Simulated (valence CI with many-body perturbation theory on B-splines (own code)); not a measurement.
As19+: key properties

Computed by valence CI with perturbative core correlation (CI+MBPT): four valence electrons over a frozen Dirac-Fock core [Ne], a basis of 11 s, 11 p, 9 d, 7 f, 5 g, 2 h, 1 i functions for each j, with the one-electron correlation potential Σ1 (screened to all orders), the two-electron term Σ2, the three-electron term Σ3, Breit, model QED; selected single and double excitations, second order for the rest (own B-spline code, finite nucleus).

No measured spectrum was set against this ion. As an estimate, levels of excited configurations hold to 0.05 to 0.15 % of their energy, terms of the ground configuration to about 0.5 %.

Names give the largest LS component (configuration and term), which can be under half, so a name can repeat, a term be missing and a line seem to break the LS rules; names also repeat where a configuration has a term twice.

Rates and lifetimes use the calculated energies. Strong lines usually hold to 10 to 20 %, long lifetimes can be off by a factor of two.

(1) What is the ground level?

(2) How well does LS coupling describe the low levels?

(3) What is the ionisation energy?

(4) Among levels below 158.46 eV, which E1 lines absorb most strongly from the ground level?

(5) What are the static dipole polarisabilities of the lowest levels?

Answers

(1) 3s²3p² ³P_0, composition 87 % 3s²3p² ³P + 11 % 3s²3p² ¹S.

(2) Among the lowest 20 levels the leading LS term, summed over configurations, holds 80 % on average. For single configurations the figures are 74 % in LS and 70 % in jj coupling. Terms mix most in the J = 2 level at 92.29 eV, where the leading one holds 53 %.

(3) 773.11 eV; NIST lists 774 ± 1.8 eV (semi-empirical).

(4) to 3s²3p3d ³D°_1 at 13.22 nm, f = 0.673; to 3s3p³ ³S°_1 at 15.22 nm, f = 0.137; to 3s3p³ ³D°_1 at 21.07 nm, f = 0.0922.

(5) 3s²3p² ³P_0 0.112; 3s²3p² ³P_1 0.114 (tensor 0.0051); 3s²3p² ³P_2 0.114 (tensor -0.00062); 3s²3p² ¹D_2 0.116 (tensor 0.011) bohr³, of which the core gives 0.00180.
